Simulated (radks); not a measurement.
Spherical quantum dot in the effective-mass picture: electrons in a well V = -V0 / (1 + exp((r - R)/a)) with V0 = 39.4, R = 1.75, a = 0.16, with a point charge +1 (a donor) at the centre, all in effective atomic units (hartree* = m*/eps^2 hartree, bohr* = eps/m* bohr), one dielectric constant everywhere. Calculated with a radial shooting solver with Libxc functionals: non-relativistic Kohn-Sham, PBEsol, spin-polarised, spherical densities. Levels are named by radial order and angular momentum (1s, 1p, 1d, 2s, ...), and open shells are averaged over m.

N = 7, configuration 1s2 1p(up 3, down 2). This is the lowest configuration that the search found. Occupied and some empty levels:

| level | occupation | eigenvalue (hartree*) | <r> (bohr*) |
|---|---|---|---|
| 1s up | 1 | -32.696 | 0.8013 |
| 1s down | 1 | -32.634 | 0.7995 |
| 1p up | 3 | -30.696 | 0.9903 |
| 1p down | 2 | -30.626 | 0.9904 |
| 1d up | 0 | -28.365 | 1.096 |
| 1d down | 0 | -28.295 | 1.097 |
| 2s up | 0 | -27.748 | 0.8569 |
| 2s down | 0 | -27.703 | 0.8577 |
| 1f up | 0 | -25.632 | 1.175 |
| 1f down | 0 | -25.565 | 1.176 |

Energy (hartree*): total -240.554, kinetic 18.912, external -277.85, Hartree 23.425, exchange-correlation -5.0408.
